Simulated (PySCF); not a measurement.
## Assignment exercise: C$_{4}$H$_{10}$FPSi

Geometry (Å), atoms numbered from 1 in this order:
```xyz
17

C    -0.5048    1.7789   -0.7737
Si   -0.2092    0.0572   -0.0125
C    -0.7244   -1.3447   -1.1874
C    -1.0619   -0.0779    1.6868
C     1.6675   -0.1429    0.2702
F     2.2243    0.8081    1.0712
P     2.6553   -1.3556   -0.3508
H    -0.0626    2.5577   -0.1594
H    -0.0697    1.8561   -1.7659
H    -1.5661    1.9904   -0.8603
H    -0.3044   -1.1998   -2.1778
H    -1.8031   -1.3986   -1.2904
H    -0.3769   -2.3072   -0.8247
H    -0.8830   -1.0472    2.1430
H    -2.1360    0.0543    1.6006
H    -0.6911    0.6805    2.3700
H     3.8390   -0.8972    0.2511
```

- GIAO PBE0/pcSseg-1 shieldings
- structure optimised with GFN2-xTB
- program: PySCF
- one averaged value for each set of equivalent atoms, non-relativistic, one computed conformer, gas phase

δ = σ(ref) − σ, references computed at the same level: 13C (σ = 186.93 ppm), 1H (σ = 31.72 ppm) against TMS.

(1) Assign these signals to the numbered atoms. 13C{1H} NMR (computed): δ 263.5 (C), -1.6 (CH3).

(2) Assign these signals to the numbered atoms. 1H NMR (600 MHz, computed): δ 6.68 (m, 1H), 0.26 (s, 9H).

Answers

(1) 
263.5 → C5, carbon bonded to F, P, Si
-1.6 → C1/C3/C4, carbon bonded to Si, 3 H

(2) 
| δ (ppm) | atoms | environment | reason |
| --- | --- | --- | --- |
| 6.68 | H17 | hydrogen on a phosphorus bonded to C | – |
| 0.26 | H8/H9/H10/H11/H12/H13/H14/H15/H16 | hydrogen on a carbon bonded to Si | – |

Splittings by 19F and 31P in the carbon and heteronuclear signals aren't shown, as no couplings were computed. Shifts are as computed. Against solution values, carbons near 30 ppm lie about +3 ppm off and those near 130 ppm about +5 ppm. Of 1211 compounds with measured shifts, 218 miss one by over three times the rms of a fit or turn the order of signals round; such compounds aren't used in these exercises. No couplings were computed; multiplicities are counted from neighbouring protons, with m where these are inequivalent, close in shift, in a saturated or five-membered ring or joined by F or P, and br s for small geminal =CH2 splittings.
